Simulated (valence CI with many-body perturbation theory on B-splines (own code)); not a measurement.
## Level structure of Ru XXXI

Calculated by configuration interaction combined with many-body perturbation theory (CI+MBPT): four valence electrons over a frozen Dirac-Fock core [Ne], radial functions for each j: 11 s, 11 p, 9 d, 7 f, 5 g, 2 h, 1 i, with the one-electron correlation potential Σ1, the two-electron term Σ2, the three-electron term Σ3, Breit, model QED; selected CI, second order for the rest (own B-spline code, finite nucleus).

No measured spectrum was set against this ion. As an estimate, large intervals hold to a few tenths of a per cent, small ones and those within an open d or f shell to about a per cent.

Levels 1 to 45 of 71, with energies above the lowest level, (3s^2 3p1/2^2) J=0. "Leading %" is the weight of the configuration and term that name the level; weights of strongly mixed levels are sums over their largest components and can fall short. In the jj column 3d3/2^4 stands for four electrons in 3d with j = 3/2. Lifetimes count E1, E2, E3, M1 and M2 decay at the calculated energies, and are blank where another channel may lead or the interval is too uncertain; long ones can be off by a factor of two.

| No. | Configuration | Term | J | E (cm⁻¹) | Leading % | g | Lifetime | Second component | Leading jj |
| --- | --- | --- | --- | --- | --- | --- | --- | --- | --- |
| 1 | 3s2 3p2 | 3P | 0 | 0 | 77 |  |  | 21 % 3s2 3p2 1S | 3s^2 3p1/2^2 (97 %) |
| 2 | 3s2 3p2 | 3P | 1 | 207530 | 98 | 1.498 | 7.96 μs |  | 3s^2 3p1/2 3p3/2 (98 %) |
| 3 | 3s2 3p2 | 1D | 2 | 245690 | 53 | 1.226 | 1.73 ms | 45 % 3s2 3p2 3P | 3s^2 3p1/2 3p3/2 (96 %) |
| 4 | 3s2 3p2 | 3P | 2 | 481570 | 53 | 1.267 | 3.55 μs | 45 % 3s2 3p2 1D | 3s^2 3p3/2^2 (96 %) |
| 5 | 3s2 3p2 | 1S | 0 | 569940 | 76 |  | 1.78 μs | 21 % 3s2 3p2 3P | 3s^2 3p3/2^2 (96 %) |
| 6 | 3s 3p3 | 5S° | 2 | 791270 | 62 | 1.771 | 341 ps | 27 % 3s 3p3 3P° | 3s 3p1/2^2 3p3/2 (79 %) |
| 7 | 3s 3p3 | 3D° | 1 | 918150 | 53 | 0.845 | 35.3 ps | 20 % 3s 3p3 3P° | 3s 3p1/2^2 3p3/2 (72 %) |
| 8 | 3s 3p3 | 3D° | 2 | 994240 | 51 | 1.413 | 174 ps | 26 % 3s 3p3 5S° | 3s 3p1/2 3p3/2^2 (77 %) |
| 9 | 3s 3p3 | 3D° | 3 | 1054700 | 85 | 1.324 | 199 ps | 12 % 3s2 3p 3d 3D° | 3s 3p1/2 3p3/2^2 (85 %) |
| 10 | 3s2 3p 3d | 3F° | 2 | 1091700 | 42 | 0.900 | 357 ps | 29 % 3s2 3p 3d 1D° | 3s^2 3p1/2 3d3/2 (73 %) |
| 11 | 3s 3p3 | 3P° | 0 | 1138800 | 90 |  | 35.5 ps | 9 % 3s2 3p 3d 3P° | 3s 3p1/2 3p3/2^2 (90 %) |
| 12 | 3s 3p3 | 3P° | 1 | 1161200 | 56 | 1.281 | 18.7 ps | 18 % 3s 3p3 3D° | 3s 3p1/2 3p3/2^2 (73 %) |
| 13 | 3s2 3p 3d | 3F° | 2 | 1199700 | 44 | 0.958 | 28.0 ps | 20 % 3s 3p3 1D° | 3s 3p1/2 3p3/2^2 (38 %) |
| 14 | 3s2 3p 3d | 3F° | 3 | 1243900 | 80 | 1.103 | 39.1 ps | 7 % 3s2 3p 3d 1F° | 3s^2 3p1/2 3d5/2 (75 %) |
| 15 | 3s 3p3 | 3S° | 1 | 1252500 | 37 | 1.400 | 4.51 ps | 30 % 3s 3p3 1P° | 3s 3p1/2 3p3/2^2 (53 %) |
| 16 | 3s2 3p 3d | 3D° | 2 | 1290500 | 28 | 1.305 | 8.81 ps | 28 % 3s 3p3 3P° | 3s^2 3p1/2 3d5/2 (57 %) |
| 17 | 3s2 3p 3d | 3D° | 1 | 1300700 | 30 | 0.944 | 4.71 ps | 19 % 3s2 3p 3d 1P° | 3s^2 3p1/2 3d3/2 (65 %) |
| 18 | 3s2 3p 3d | 3P° | 2 | 1341400 | 39 | 1.290 | 19.8 ps | 26 % 3s 3p3 1D° | 3s 3p3/2^3 (38 %) |
| 19 | 3s2 3p 3d | 3F° | 4 | 1424700 | 98 | 1.247 | 8.78 μs |  | 3s^2 3p3/2 3d5/2 (98 %) |
| 20 | 3s2 3p 3d | 3P° | 1 | 1462800 | 28 | 1.192 | 4.73 ps | 26 % 3s2 3p 3d 3D° | 3s^2 3p3/2 3d3/2 (60 %) |
| 21 | 3s2 3p 3d | 3D° | 2 | 1476900 | 44 | 1.060 | 3.92 ps | 23 % 3s2 3p 3d 1D° | 3s^2 3p3/2 3d3/2 (72 %) |
| 22 | 3s2 3p 3d | 3D° | 3 | 1487200 | 56 | 1.225 | 5.25 ps | 18 % 3s2 3p 3d 1F° | 3s^2 3p3/2 3d3/2 (58 %) |
| 23 | 3s2 3p 3d | 3P° | 0 | 1488200 | 89 |  | 5.49 ps | 9 % 3s 3p3 3P° | 3s^2 3p3/2 3d3/2 (89 %) |
| 24 | 3s2 3p 3d | 3P° | 1 | 1545800 | 36 | 1.338 | 5.87 ps | 15 % 3s 3p3 1P° | 3s 3p3/2^3 (46 %) |
| 25 | 3s2 3p 3d | 3P° | 2 | 1563800 | 31 | 1.275 | 5.67 ps | 16 % 3s2 3p 3d 1D° | 3s^2 3p3/2 3d5/2 (56 %) |
| 26 | 3s2 3p 3d | 1F° | 3 | 1600600 | 72 | 1.083 | 5.80 ps | 24 % 3s2 3p 3d 3D° | 3s^2 3p3/2 3d5/2 (70 %) |
| 27 | 3s2 3p 3d | 1P° | 1 | 1663700 | 58 | 0.976 | 5.14 ps | 18 % 3s 3p3 1P° | 3s^2 3p3/2 3d5/2 (61 %) |
| 28 | 3s 3p2 3d | 5F | 1 | 1702300 | 70 | 0.255 | 178 ps | 17 % 3s 3p2 3d 3D | 3s 3p1/2^2 3d3/2 (79 %) |
| 29 | 3s 3p2 3d | 5F | 2 | 1712800 | 32 | 1.239 | 136 ps | 17 % 3s 3p2 3d 3P | 3s 3p1/2^2 3d3/2 (63 %) |
| 30 | 3p4 | 3P | 2 | 1766600 | 28 | 1.236 | 31.4 ps | 27 % 3s 3p2 3d 5F | 3p1/2^2 3p3/2^2 (40 %) |
| 31 | 3s 3p2 3d | 5F | 3 | 1787900 | 42 | 1.367 | 60.3 ps | 31 % 3s 3p2 3d 5D | 3s 3p1/2^2 3d5/2 (67 %) |
| 32 | 3s 3p2 3d | 5D | 0 | 1856200 | 35 |  | 35.7 ps | 21 % 3p4 3P | 3s 3p1/2 3p3/2 3d3/2 (55 %) |
| 33 | 3s 3p2 3d | 5D | 1 | 1874400 | 59 | 1.299 | 231 ps | 16 % 3s 3p2 3d 3P | 3s 3p1/2 3p3/2 3d3/2 (89 %) |
| 34 | 3s 3p2 3d | 3F | 2 | 1879000 | 39 | 1.064 | 91.4 ps | 28 % 3s 3p2 3d 5D | 3s 3p1/2 3p3/2 3d3/2 (76 %) |
| 35 | 3s 3p2 3d | 5F | 3 | 1893100 | 40 | 1.251 | 78.8 ps | 29 % 3s 3p2 3d 3F | 3s 3p1/2 3p3/2 3d3/2 (74 %) |
| 36 | 3s 3p2 3d | 5D | 0 | 1896300 | 57 |  | 24.4 ps | 16 % 3p4 3P | 3s 3p1/2 3p3/2 3d3/2 (49 %) |
| 37 | 3s 3p2 3d | 5F | 4 | 1908400 | 77 | 1.354 | 1.35 ns | 16 % 3s 3p2 3d 5D | 3s 3p1/2 3p3/2 3d5/2 (77 %) |
| 38 | 3s 3p2 3d | 3F | 2 | 1919700 | 35 | 1.020 | 20.8 ps | 11 % 3s 3p2 3d 5F | 3s 3p1/2 3p3/2 3d3/2 (27 %) |
| 39 | 3s 3p2 3d | 5D | 4 | 1938800 | 44 | 1.345 | 592 ps | 43 % 3s 3p2 3d 3F | 3s 3p1/2 3p3/2 3d5/2 (46 %) |
| 40 | 3p4 | 3P | 1 | 1964000 | 35 | 1.460 | 30.3 ps | 33 % 3s 3p2 3d 3P | 3s 3p1/2 3p3/2 3d5/2 (47 %) |
| 41 | 3p4 | 1D | 2 | 1971800 | 25 | 1.220 | 38.7 ps | 17 % 3s 3p2 3d 1D | 3s 3p1/2 3p3/2 3d5/2 (52 %) |
| 42 | 3s 3p2 3d | 5F | 5 | 1980100 | 76 | 1.349 | 430 ps | 24 % 3s 3p2 3d 3G | 3s 3p1/2 3p3/2 3d5/2 (81 %) |
| 43 | 3s 3p2 3d | 5P | 3 | 1989900 | 50 | 1.393 | 10.7 ps | 33 % 3s 3p2 3d 3F | 3s 3p1/2 3p3/2 3d5/2 (60 %) |
| 44 | 3s 3p2 3d | 3F | 2 | 2016400 | 42 | 1.010 | 8.88 ps | 17 % 3p4 3P | 3s 3p1/2 3p3/2 3d3/2 (31 %) |
| 45 | 3s 3p2 3d | 5P | 2 | 2031300 | 62 | 1.652 | 6.17 ps | 12 % 3s 3p2 3d 3P | 3s 3p1/2 3p3/2 3d3/2 (61 %) |

The ionisation energy to 3s2 3p 2P°_1/2 of the next ion comes out as 1741.4 eV (NIST: 1743 ± 4 eV (semi-empirical)). All 71 levels together are meant to be complete up to 2315300 cm⁻¹.
